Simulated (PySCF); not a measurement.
# Relaxation of triplet PdF4

Level of theory: UPBE0/[Pd def2-SVP with ECP28, F def2-SVP], scalar-relativistic core potentials, density fitting, no spin–orbit coupling, PySCF. A (50,194) grid was used.

A hand-made see-saw start, of C2v symmetry, held to at least that symmetry:

```xyz
5
charge 0 multiplicity 3, angstrom
Pd    0.0000    0.0000   -0.2701
F     0.0000    1.8330   -0.1097
F     0.0000   -1.8330   -0.1097
F     1.4499    0.0000    0.8627
F    -1.4499    0.0000    0.8627
```

(1) What forces act on the atoms at the start (eV/Å)?

(2) What does it relax to?

(3) How much energy is released, and in how many steps?

Answers

(1) 
| atom | Fx | Fy | Fz |
| --- | --- | --- | --- |
| Pd1 | 0.00 | 0.00 | 0.15 |
| F2 | 0.00 | -0.05 | -0.74 |
| F3 | 0.00 | 0.05 | -0.74 |
| F4 | 1.98 | 0.00 | 0.66 |
| F5 | -1.98 | 0.00 | 0.66 |

(2) It ends at D4h with Pd–F 1.845 Å (×4); F–Pd–F 90.0° (×4), F–Pd–F 180.0° (×2) (after a last refinement on a finer grid). No frequency check is given, so it may be a saddle point. Other isomers or separated fragments may lie lower.

(3) 111.7 kJ/mol in 17 steps.

Open d and f shells are described by one determinant, and the ground state may have another occupation or spin.

The relaxation took about 2.5 core-minutes on a shared host.
